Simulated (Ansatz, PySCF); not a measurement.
Molecule: SnO$_{3}$, charge 0, multiplicity 1. 
Coordinates optimised at B3LYP-D3(BJ)/def2-TZVP (Ansatz, a first-principles code):
```xyz
4

Sn     0.0010    -0.1887     0.0008
O      0.0102    -2.0097     0.0081
O      0.7973     1.5984    -0.0330
O     -0.8135     1.5905     0.0201
```
Charge 0, spin multiplicity 1.

Quantity: atomisation energy (electronic, to ground-state atoms), in kJ/mol. Correlated levels leave the core frozen unless marked. Open shells are spin-unrestricted. Spin-orbit coupling is left out. The frozen core is the preceding noble-gas configuration, with the filled d and f shells of earlier blocks. In def2 rows, elements after Kr have scalar-relativistic effective core potentials. The coupled-cluster limit lacks core correlation, which all-electron functionals hold. CBS(X,Y): correlation extrapolated as X^-3; Hartree-Fock from the larger set. The bracket is a focal-point correction in the basis named.

The Hartree-Fock reference is unstable (checked in the largest basis), which strains HF and MP2. The T1 diagnostic of CCSD in the largest basis is 0.030, which is high, so the coupled-cluster rows are less sure than usual.

```
level                                                                 program  atomisation energy (kJ/mol)
-------------------------------------------------------------  --------------  ---------------------------
HF-D3(BJ)/def2-TZVPD                                            PySCF + dftd3                            …
PBE0-D3(BJ)/def2-TZVP                                          Ansatz + dftd3                        905.9
PBE0/def2-TZVP                                                         Ansatz                        900.6
BHLYP-D4/def2-TZVPD                                            Ansatz + dftd4                            …
r2SCAN0-D4/def2-TZVPD                                          Ansatz + dftd4                        812.1
r2SCAN0/def2-TZVPD                                                     Ansatz                        810.0
HSE06-D3(BJ)/def2-TZVPD                                        Ansatz + dftd3                        909.5
HSE06-D4/def2-TZVPD                                            Ansatz + dftd4                        911.4
CCSD/def2-TZVPP                                                        Ansatz                        810.3
CCSD/def2-TZVPPD                                                       Ansatz                            …
RI-MP2/CBS(def2-TZVPPD,def2-QZVPPD)+[CCSD(T)-MP2]/def2-TZVPPD          Ansatz                        980.4
```

**Question.** Fill in the missing entries.

**Answer.** 
- HF-D3(BJ)/def2-TZVPD, atomisation energy (kJ/mol): 111.0
- BHLYP-D4/def2-TZVPD, atomisation energy (kJ/mol): 706.5
- CCSD/def2-TZVPPD, atomisation energy (kJ/mol): 819.4
